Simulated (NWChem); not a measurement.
Everything below was run with NWChem. System: F4MoO, charge 0, spin multiplicity 1, at a geometry optimised with PBE0/def2-SVP with def2 effective core potentials on Mo. The structure started from a generated list of species.

Input file:

```
start mol
memory heap 200 mb stack 700 mb global 1700 mb
geometry units angstroms nocenter noautoz
  Mo    -0.059284     0.059048     0.000000
  O     -1.239636     1.236192     0.000000
  F      1.285391    -1.280742     0.000000
  F     -0.605728    -0.670012     1.561958
  F     -0.605728    -0.670012    -1.561958
  F      1.304624     1.246373     0.000000
  symmetry group Cs
end
basis spherical
  * library def2-tzvp
end
ecp
  Mo library def2-ecp
end
basis "ri basis" bse spherical
  * library def2-tzvp-rifit
end
dft
  xc xpbe96 cpbe96
  iterations 100
  direct
  tolerances tight
end
task dft energy
gw
  method cdgw
  states alpha occ 4 vir 2
end
task dft gw
```

The output up to the point where the run's verdict is printed (cleaned and shortened):

```
             Northwest Computational Chemistry Package (NWChem) 7.3.0
             --------------------------------------------------------

                                NWChem Input Module
                                -------------------

 Scaling coordinates for geometry "geometry" by  1.889725989
 (inverse scale =  0.529177249)

 Turning off AUTOSYM since
 SYMMETRY directive was detected!

                             Geometry "geometry" -> ""
                             -------------------------

 Output coordinates in angstroms (scale by  1.889725989 to convert to a.u.)

  No.       Tag          Charge          X              Y              Z
 ---- ---------------- ---------- -------------- -------------- --------------
    1 Mo                  42.0000    -0.05928400     0.05904800     0.00000000
    2 O                    8.0000    -1.23963600     1.23619200     0.00000000
    3 F                    9.0000     1.28539100    -1.28074200     0.00000000
    4 F                    9.0000    -0.60572800    -0.67001200     1.56195800
    5 F                    9.0000    -0.60572800    -0.67001200    -1.56195800
    6 F                    9.0000     1.30462400     1.24637300     0.00000000

 Effective nuclear repulsion energy (a.u.)     691.5363186387

            Nuclear Dipole moment (a.u.)
            ----------------------------
        X                 Y               Z
 ---------------- ---------------- ----------------
     0.0000283459     0.0000283459     0.0000000000

      Symmetry information
      --------------------

 Group name             Cs
 Group number              2
 Group order               2
 No. of unique centers     5

      Symmetry unique atoms

     1    2    3    4    6


 Summary of "ao basis" -> "" (spherical)
 ------------------------------------------------------------------------------
       Tag                 Description            Shells   Functions and Types
 ---------------- ------------------------------  ------  ---------------------
 *                         def2-tzvp                  on all atoms

 Summary of "ri basis" -> "" (spherical)
[...]
 d= 0,ls=0.5,diis    52   -542.3693164275 -9.72D-05  6.97D-05  3.27D-04   297.8
 d= 0,ls=0.5,diis    53   -542.3693748533 -5.84D-05  6.23D-05  6.35D-04   303.5
 d= 0,ls=0.5,diis    54   -542.3694325887 -5.77D-05  5.42D-05  8.31D-04   309.1
 d= 0,ls=0.5,diis    55   -542.3694772118 -4.46D-05  6.23D-05  1.04D-03   314.7
 d= 0,ls=0.5,diis    56   -542.3695701443 -9.29D-05  6.10D-05  7.94D-04   320.3
 d= 0,ls=0.5,diis    57   -542.3696651047 -9.50D-05  6.82D-05  5.83D-04   326.0
 d= 0,ls=0.5,diis    58   -542.3697830900 -1.18D-04  5.86D-05  1.51D-04   331.6
 d= 0,ls=0.5,diis    59   -542.3698492089 -6.61D-05  5.21D-05  1.41D-04   337.3
 d= 0,ls=0.5,diis    60   -542.3699038609 -5.47D-05  4.28D-05  1.61D-04   342.9
 d= 0,ls=0.5,diis    61   -542.3699257811 -2.19D-05  4.06D-05  3.83D-04   348.6
 d= 0,ls=0.5,diis    62   -542.3699721944 -4.64D-05  4.33D-05  3.25D-04   354.2
 d= 0,ls=0.5,diis    63   -542.3700246920 -5.25D-05  5.33D-05  2.34D-04   359.9
 d= 0,ls=0.5,diis    64   -542.3700921660 -6.75D-05  4.56D-05  7.75D-05   365.5
 d= 0,ls=0.5,diis    65   -542.3701397138 -4.75D-05  4.19D-05  7.91D-05   371.2
 d= 0,ls=0.5,diis    66   -542.3701765535 -3.68D-05  4.16D-05  1.45D-04   376.9
 d= 0,ls=0.5,diis    67   -542.3702179889 -4.14D-05  3.82D-05  1.55D-04   382.7
 d= 0,ls=0.5,diis    68   -542.3702517523 -3.38D-05  4.41D-05  2.13D-04   388.4
 d= 0,ls=0.5,diis    69   -542.3703036937 -5.19D-05  4.50D-05  1.27D-04   394.2
 d= 0,ls=0.5,diis    70   -542.3703551894 -5.15D-05  4.04D-05  7.33D-05   399.8
 d= 0,ls=0.5,diis    71   -542.3703968886 -4.17D-05  3.81D-05  6.96D-05   405.5
 d= 0,ls=0.5,diis    72   -542.3704331748 -3.63D-05  3.75D-05  9.86D-05   411.1
 d= 0,ls=0.5,diis    73   -542.3704715229 -3.83D-05  3.58D-05  9.97D-05   416.8
 d= 0,ls=0.5,diis    74   -542.3705071316 -3.56D-05  3.89D-05  1.19D-04   422.5
 d= 0,ls=0.5,diis    75   -542.3705503687 -4.32D-05  3.86D-05  8.47D-05   428.1
 d= 0,ls=0.5,diis    76   -542.3705916352 -4.13D-05  4.70D-05  8.18D-05   433.8
 d= 0,ls=0.5,diis    77   -542.3706406287 -4.90D-05  4.88D-05  7.93D-05   439.5
 d= 0,ls=0.5,diis    78   -542.3706875128 -4.69D-05  5.05D-05  1.33D-04   445.1
 d= 0,ls=0.5,diis    79   -542.3707340728 -4.66D-05  5.36D-05  2.13D-04   450.8
 d= 0,ls=0.5,diis    80   -542.3707782945 -4.42D-05  5.57D-05  3.59D-04   456.6
 d= 0,ls=0.5,diis    81   -542.3708223820 -4.41D-05  5.66D-05  5.32D-04   462.2
 d= 0,ls=0.5,diis    82   -542.3708689862 -4.66D-05  5.80D-05  6.92D-04   468.0
 d= 0,ls=0.5,diis    83   -542.3709152277 -4.62D-05  5.97D-05  8.78D-04   473.6
 d= 0,ls=0.5,diis    84   -542.3709621487 -4.69D-05  6.53D-05  1.09D-03   479.2
 d= 0,ls=0.5,diis    85   -542.3709887617 -2.66D-05  6.61D-05  1.60D-03   484.9
 d= 0,ls=0.5,diis    86   -542.3710301942 -4.14D-05  6.84D-05  1.94D-03   490.5
 d= 0,ls=0.5,diis    87   -542.3710765926 -4.64D-05  7.22D-05  2.29D-03   496.2
 d= 0,ls=0.5,diis    88   -542.3711134699 -3.69D-05  7.66D-05  2.81D-03   501.8
 d= 0,ls=0.5,diis    89   -542.3711447419 -3.13D-05  7.95D-05  3.46D-03   507.4
 d= 0,ls=0.5,diis    90   -542.3711875963 -4.29D-05  8.00D-05  4.02D-03   513.1
 d= 0,ls=0.5,diis    91   -542.3712679718 -8.04D-05  8.43D-05  4.21D-03   518.7
 d= 0,ls=0.5,diis    92   -542.3713133442 -4.54D-05  8.79D-05  4.91D-03   524.3
 d= 0,ls=0.5,diis    93   -542.3713539080 -4.06D-05  9.15D-05  5.71D-03   529.9
 d= 0,ls=0.5,diis    94   -542.3713974267 -4.35D-05  9.85D-05  6.57D-03   535.5
 d= 0,ls=0.5,diis    95   -542.3713991205 -1.69D-06  1.08D-04  8.00D-03   541.2
 d= 0,ls=0.5,diis    96   -542.3713376931  6.14D-05  1.15D-04  1.02D-02   546.8
 d= 0,ls=0.5,diis    97   -542.3712275465  1.10D-04  1.25D-04  1.31D-02   552.4
 d= 0,ls=0.5,diis    98   -542.3711261768  1.01D-04  1.23D-04  1.59D-02   558.0
 d= 0,ls=0.5,diis    99   -542.3712163741 -9.02D-05  1.28D-04  1.65D-02   563.5
 d= 0,ls=0.5,diis   100   -542.3712249314 -8.56D-06  1.23D-04  1.84D-02   569.1
```

The run did not converge; its last values are not results. The next line reads: Calculation failed to converge. NWChem stopped with the message: dft energy failed.
